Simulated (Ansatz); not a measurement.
Start from `C[N](C)[Ti]([NH2])([NH2])[NH2]` and change one atom or group to get `[NH2][Ti]([NH2])([NH2])[F]`.

Ansatz, PBE0-D4/def2-TZVP geometries, multiplicity 1. Each molecule was computed in one conformer, which needn't be the lowest.

Scalar relativity is left out up to krypton.

| property | `C[N](C)[Ti]([NH2])([NH2])[NH2]` |
| --- | --- |
| HOMO–LUMO gap (ωB97M-V/def2-TZVPP) / eV | 9.87 |
| HOMO–LUMO gap (PBE0/def2-TZVPP) / eV | 5.81 |
| size of the dipole moment (ωB97M-V/def2-TZVPP) / D | 0.40 |
| LUMO energy (ωB97M-V/def2-TZVPP) / eV | 1.29 |
| LUMO energy (B3LYP/def2-TZVPP) / eV | -0.76 |
| size of the dipole moment (PBE/def2-TZVPP) / D | 0.38 |

(1) What does the change do to each property? (Estimate.)

Answers

(1) The calculation gave: 
```
                                          property  `[NH2][Ti]([NH2])([NH2])[F]`  shift
           HOMO–LUMO gap (ωB97M-V/def2-TZVPP) / eV                         10.72   0.85
              HOMO–LUMO gap (PBE0/def2-TZVPP) / eV                          6.23   0.42
size of the dipole moment (ωB97M-V/def2-TZVPP) / D                          2.08   1.68
             LUMO energy (ωB97M-V/def2-TZVPP) / eV                          1.13  -0.16
               LUMO energy (B3LYP/def2-TZVPP) / eV                         -1.31  -0.55
    size of the dipole moment (PBE/def2-TZVPP) / D                          2.06   1.68
```

With PBE0 the HOMO falls by 0.95 eV and the LUMO falls by 0.53 eV, so the gap widens by about 0.42 eV. PBE moves the HOMO by -0.81 eV and ωB97M-V by -1.02 eV. Dipoles are sizes alone; their direction can turn.

B3LYP here is the variant with VWN-RPA as its local correlation; programs differ in this.
